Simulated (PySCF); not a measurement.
Members of one series of related molecules.

All values: PBE0/pcSseg-1 (PySCF) at GFN2-xTB geometries, gas phase, one conformer each.

Question: Rank by the lowest Hirshfeld charge on any atom, lowest value first.
A. `CC/C(=C/C(C)=O)CCF`
B. `CC/C(=C\CN)CCF`
C. `CC/C(=C/CF)CCF`
D. `C=C(CC)CCF`
E. `CC/C(=C/C[SiH3])CCF`

Answer: B (-0.242 e), A (-0.228 e), E (-0.154 e), C (-0.132 e), D (-0.120 e).

Question: Rank by the lowest IAO charge on any atom, lowest value first.
A. `CC/C(=C/CF)CCF`
B. `CC/C(=C\CN)CCF`
C. `CC/C(=C/C(C)=O)CCF`
D. `CC/C(=C/C[SiH3])CCF`

Answer: B (-0.569 e), D (-0.534 e), C (-0.475 e), A (-0.412 e).

Question: Rank by HOMO–LUMO gap, highest first.
A. `CC/C(=C\CN)CCF`
B. `FCC/C(CC)=C/N(C)C`
C. `CC/C(=C/CF)CCF`
D. `C=C(CC)CCF`
E. `CC/C(=C/C(C)=O)CCF`

Answer: D (7.67 eV), C (7.32 eV), A (6.94 eV), B (6.09 eV), E (5.69 eV).

All values together:

| SMILES | change | formula | μ (D) | HOMO (eV) | LUMO (eV) | lowest IAO charge (e) | highest IAO charge (e) | lowest Hirshfeld charge (e) | highest Hirshfeld charge (e) |
| --- | --- | --- | --- | --- | --- | --- | --- | --- | --- |
| C=C(CC)CCF | parent | C6H11F | 1.27 | -7.22 | 0.45 | -0.416 (C) | +0.150 (H) | -0.120 (C) | +0.049 (H) |
| CC/C(=C\CN)CCF | H on C replaced by CH2NH2 | C7H14FN | 0.85 | -6.74 | 0.20 | -0.569 (N) | +0.241 (H) | -0.242 (N) | +0.107 (H) |
| CC/C(=C\N(C)C)CCF | H on C replaced by NMe2 | C8H16FN | 2.87 | -5.67 | 0.42 | -0.414 (C) | +0.150 (H) | -0.132 (F) | +0.047 (H) |
| CC/C(=C/CF)CCF | H on C replaced by CH2F | C7H12F2 | 3.48 | -7.12 | 0.20 | -0.412 (C) | +0.155 (H) | -0.132 (F) | +0.049 (H) |
| CC/C(=C/C(C)=O)CCF | H on C replaced by COCH3 | C8H13FO | 2.44 | -7.15 | -1.46 | -0.475 (C) | +0.371 (C) | -0.228 (O) | +0.156 (C) |
| CC/C(=C/C[SiH3])CCF | H on C replaced by CH2SiH3 | C7H15FSi | 1.90 | -6.79 | 0.20 | -0.534 (C) | +0.612 (Si) | -0.154 (C) | +0.318 (Si) |

Conformers: `[CH2:1]=[C:2]([CH2:3][CH3:4])[CH2:5][CH2:6][F:7]` with C1–C2–C3–C4 -116°, C1–C2–C5–C6 -115°, C2–C5–C6–F7 -79°; `[CH3:1][CH2:2]/[C:3](=[CH:4]\[CH2:5][NH2:6])[CH2:7][CH2:8][F:9]` with C1–C2–C3–C4 74°, C3–C4–C5–N6 131°, C4–C5–N6–H -60° and 59°, C2–C3–C7–C8 66°, C3–C7–C8–F9 177°; `[CH3:1][CH2:2]/[C:3](=[CH:4]\[N:5]([CH3:6])[CH3:7])[CH2:8][CH2:9][F:10]` with C1–C2–C3–C4 55°, C2–C3–C8–C9 74°, C3–C8–C9–F10 180°; `[CH3:1][CH2:2]/[C:3](=[CH:4]/[CH2:5][F:6])[CH2:7][CH2:8][F:9]` with C1–C2–C3–C4 97°, C3–C4–C5–F6 152°, C2–C3–C7–C8 -94°, C3–C7–C8–F9 -69°; `[CH3:1][CH2:2]/[C:3](=[CH:4]/[C:5]([CH3:6])=[O:7])[CH2:8][CH2:9][F:10]` with C1–C2–C3–C4 -99°, C3–C4–C5–C6 -171°, C2–C3–C8–C9 96°, C3–C8–C9–F10 -65°; `[CH3:1][CH2:2]/[C:3](=[CH:4]/[CH2:5][SiH3:6])[CH2:7][CH2:8][F:9]` with C1–C2–C3–C4 97°, C3–C4–C5–Si6 -110°, C2–C3–C7–C8 -94°, C3–C7–C8–F9 179°.

Q: Give the shifts from the parent, `C=C(CC)CCF`.

A: 
| SMILES | change in μ (D) | change in HOMO (eV) | change in LUMO (eV) |
| --- | --- | --- | --- |
| CC/C(=C\CN)CCF | -0.42 | +0.48 | -0.25 |
| CC/C(=C\N(C)C)CCF | +1.60 | +1.55 | -0.03 |
| CC/C(=C/CF)CCF | +2.21 | +0.10 | -0.25 |
| CC/C(=C/C(C)=O)CCF | +1.17 | +0.07 | -1.91 |
| CC/C(=C/C[SiH3])CCF | +0.63 | +0.43 | -0.25 |
